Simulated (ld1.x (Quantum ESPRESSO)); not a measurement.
## chlorine (Cl), TM: configuration errors across variants

- Element: chlorine (Cl)
- Generator: ld1.x (Quantum ESPRESSO) 7.5
- Type: norm-conserving Troullier–Martins (Kleinman–Bylander form)
- Functional: PBE
- Relativity: scalar-relativistic
- Frozen core: [Ne]
- Valence charge: 7
- Reference configuration: 3s2 3p4.5 (charge +0.5)
- Partial waves: 3s (bound): rc 1.35 bohr; 3p (bound): rc 1.15 bohr; 3d channel at 0.05 Ry: rc 1.20 bohr
- Local potential: the d channel
- Core correction: a·sin(br)/r model core, default radius (core density twice the valence density)

All-electron excitation energies from the reference (eV): (1) 3s2 3p5 -5.583; (2) 3s2 3p4 8.293; (3) 3s2 3p3 33.740; (4) 3s1 3p6 6.571; (5) 3s1 3p5 21.002; (6) 3s2 3p5.3 -7.721; (7) 3s2 3p2 72.047.

A true bound ghost makes a file unfit for plane-wave use even where its test errors are small: the radial tests pick states by their node count and pass the ghost by.

Errors AE − PS in meV (a dash: test not solved or not reliable):

```csv
change,(1),(2),(3),(4),(5),(6),(7),bound ghosts
base,+2.0,+2.0,+33,+0.6,+5.9,+3.9,+139,none
wave 3d channel at 0.05 Ry: rc 1.20 bohr becomes 3d channel at -0.16 Ry: rc 1.20 bohr,+2.0,+2.0,+33,+0.6,+5.9,+3.9,+138,none
wave 3d channel at 0.05 Ry: rc 1.20 bohr becomes 3d channel at -0.11 Ry: rc 1.20 bohr,+2.0,+2.0,+33,+0.6,+6.0,+3.9,+138,none
wave 3d channel at 0.05 Ry: rc 1.20 bohr becomes 3d channel at 0.2 Ry: rc 1.20 bohr,+2.0,+2.0,+33,+0.6,+6.0,+3.9,+140,none
wave 3d channel at 0.05 Ry: rc 1.20 bohr becomes 3d channel at 0.37 Ry: rc 1.20 bohr,+2.0,+2.0,+34,+0.6,+6.0,+3.9,+141,none
wave 3d channel at 0.05 Ry: rc 1.20 bohr becomes 3d channel at 0.81 Ry: rc 1.20 bohr,+2.0,+2.1,+34,+0.6,+6.1,+3.9,+143,none
wave 3d channel at 0.05 Ry: rc 1.20 bohr becomes 3d channel at 1.5 Ry: rc 1.20 bohr,+2.0,+2.1,+35,+0.6,+6.1,+4.0,+147,none
wave 3d channel at 0.05 Ry: rc 1.20 bohr becomes 3d channel at 2.56 Ry: rc 1.20 bohr,+2.0,+2.2,+36,+0.6,+6.3,+4.0,+153,none
wave 3d channel at 0.05 Ry: rc 1.20 bohr becomes 3d channel at 4.33 Ry: rc 1.20 bohr,+2.2,+2.6,+44,+0.6,+7.2,+4.5,+194,none
wave 3d channel at 0.05 Ry: rc 1.20 bohr becomes 3d channel at 5.88 Ry: rc 1.20 bohr,+4.2,+4.9,+61,+0.7,+18,+9.0,+198,s
```

**Question.** Give the same row for: wave 3d channel at 0.05 Ry: rc 1.20 bohr becomes 3d channel at 0.01 Ry: rc 1.20 bohr.

**Answer.** +2.0, +2.0, +33, +0.6, +6.0, +3.9, +139; bound ghosts: none.
